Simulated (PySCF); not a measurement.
# Whose spectrum? (rylene)

All values: TDA CAM-B3LYP/6-31G*, gas phase, PySCF SCF with an in-house response code, fitting set def2-universal-JFIT up to Ne and JKFIT beyond, grid level 1 (kernel 0), vertical, one conformer each, geometries GFN2-xTB; core orbitals frozen in the response, virtual orbitals above 1.5 Eh left out. The lowest 6 singlets were sought, and the brightest is taken among them. The runs took 1 to 20 CPU minutes each on shared server CPUs.

One system has its HOMO at -5.26 eV, its LUMO at -1.68 eV and these singlet states:

```
state    eV      f
   S1  2.27  2.154
   S2  3.37  0.000
   S3  3.51  0.000
   S4  3.53  0.000
   S5  3.70  0.000
   S6  3.84  0.000
```

(1) Which is it?
A. c1cc2cccc3c4ccc5c6cccc7cccc(c8ccc(c(c1)c23)c4c85)c76 (C30H16)
B. c1cc2cccc3c4ccc5c6ccc7c8cccc9cccc(c%10ccc(c%11ccc(c(c1)c23)c4c%115)c6c%107)c98 (C40H20)
C. c1cc2cccc3c4cccc5cccc(c(c1)c23)c54 (C20H12)

(2) How do the candidates compare?

Results:

(1) B.

(2) 
```csv
system,HOMO / eV,LUMO / eV,S1 / eV,f(S1),brightest state sought / eV
c1cc2cccc3c4ccc5c6ccc7c8cccc9cccc(c%10ccc(c%11ccc(c(c1)c23)c4c%115)c6c%107)c98,-5.26,-1.68,2.27,2.154,2.27
c1cc2cccc3c4ccc5c6cccc7cccc(c8ccc(c(c1)c23)c4c85)c76,-5.55,-1.36,2.71,1.368,2.71
c1cc2cccc3c4cccc5cccc(c(c1)c23)c54,-6.05,-0.83,3.45,0.666,3.45
```
